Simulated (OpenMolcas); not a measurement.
W V: effect of correlating more closed shells

```
Program             : OpenMolcas 26.06
Basis               : ANO-RCC-VTZP [8s7p5d3f2g1h]
Scalar Hamiltonian  : DKH2, point nucleus
Active space        : 2 electrons in 5 orbitals (5d)
State averaging     : 2S+1 = 3 even, 10 roots; 2S+1 = 1 even, 15 roots
Spin-orbit coupling : RASSI with atomic mean-field integrals over the reference wave functions, term energies averaged over their components
```

Methods on the same reference wave functions:
A. CASSCF
B. SS-CASPT2, IPEA 0.25 Eh, imaginary shift 0.1 Eh (closed shells correlated: none)
C. SS-CASPT2, IPEA 0.25 Eh, imaginary shift 0.1 Eh (closed shells correlated: 5s 5p)
D. SS-CASPT2, IPEA 0.25 Eh, imaginary shift 0.1 Eh (closed shells correlated: 4f 5s 5p)

Energies in eV above 5d2 3F2, the measured ground level; measured values from the list in J. Phys. B 45, 065001 (2012).

| Level | A | B | C | D | Measured |
| --- | --- | --- | --- | --- | --- |
| 5d2 3F2 | 0.0000 | 0.0000 | 0.0000 | 0.0000 | 0.0000 |
| 5d2 3F3 | 0.7638 | 0.796 | 0.798 | 0.799 |  |
| 5d2 3F4 | 1.4518 | 1.474 | 1.471 | 1.470 | 1.4282 |
| 5d2 3P0 | 1.8392 | 1.701 | 1.684 | 1.655 | 1.5918 |
| 5d2 1D2 [54 %] | 1.9920 | 1.770 | 1.749 | 1.738 |  |
| 5d2 3P1 | 2.2592 | 2.167 | 2.140 | 2.111 | 2.0247 |
| 5d2 1G4 | 3.0725 | 2.966 | 2.902 | 2.889 | 2.7705 |
| 5d2 3P2 [60 %] | 3.1114 | 2.938 | 2.913 | 2.893 | 2.8040 |
| 5d2 1S0 | 6.2159 | 5.409 | 5.518 | 5.490 | 5.3450 |

Deviations, from unrounded energies. A percentage is the sum of absolute deviations over the sum of measured energies, with the sign that they share, or ± where signs differ.

| Against measurement | Levels | A | B | C | D |
| --- | --- | --- | --- | --- | --- |
| mean absolute deviation (cm-1) | 6 | 2700 | 930 | 890 | 730 |
| fine structure of the ground term (%) | 1 | +1.7 | +3.2 | +3.0 | +2.9 |
| other terms of the ground configuration (%) | 5 | +13.5 | +4.4 | +4.3 | +3.5 |

D lies closest to measurement on these levels and A furthest from it. The largest miss of D in the table is 5d2 1S0, by +1200 cm-1. The ranking rests on the paired levels alone, and a cruder setting can come out closer through cancelling errors.

Among B to D the level of the table that moves most is 5d2 1S0, by 880 cm-1 (lowest in B, highest in C). Moves below CASPT2's spread within the term are not significant.

The mean deviations of B to D differ by less than CASPT2's widest spread within a term (660 cm-1), so their order carries little weight.

From A to B the spin-free energies of the other terms of 5d2 shown, above 3F, scale by factors of 0.72 to 0.93, as is usual when dynamic correlation screens the repulsion within a d or f shell.

The lowest spin-free term lies below A's lowest term by 0.004 hartree in B, 0.216 hartree in C, 1.073 hartree in D.

What an inner shell adds also hangs on whether the basis holds functions to correlate it.

CASPT2 does not keep the components of a term degenerate, so their means are used; among the terms shown or strongly mixed into the levels shown the widest spread is 660 cm-1 (5d2 1G, D). Without dynamic correlation excited terms often stand tens of per cent too high (terms of higher spin than the ground term too low), and those without a measured partner can miss by more than the paired ones (holds for A). Computed and measured levels are paired by configuration, term and J; levels that our copy of the source lacks, or whose pairing is in doubt (as where it misses far off the trend of its configuration), stay unpaired and out of the deviations. Levels of configurations outside the active space are missing.

A share in square brackets marks a mixed level and gives the weight of the term that names it, the lowest over the columns.
